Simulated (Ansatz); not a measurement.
Ansatz results at the PBE0-D4/def2-TZVP geometry: HOMO energy (ωB97M-V/def2-TZVPP) -8.95 eV; HOMO–LUMO gap (PBE0/def2-TZVPP) 5.55 eV; LUMO energy (PBE0/def2-TZVPP) -1.33 eV.

Task: Which molecule gave them?
A. `B[C@H]1[SiH2][C@@H]1Br`
B. `B[SiH2]C[SiH3]`
C. `C[Si]1(Br)BC1`
D. `N=C1CC1F`

Result: C. The others give `B[SiH2]C[SiH3]`: -10.16, 5.59, -2.43; `N=C1CC1F`: -9.67, 6.32, -1.03; `B[C@H]1[SiH2][C@@H]1Br`: -9.28, 6.45, -0.74.
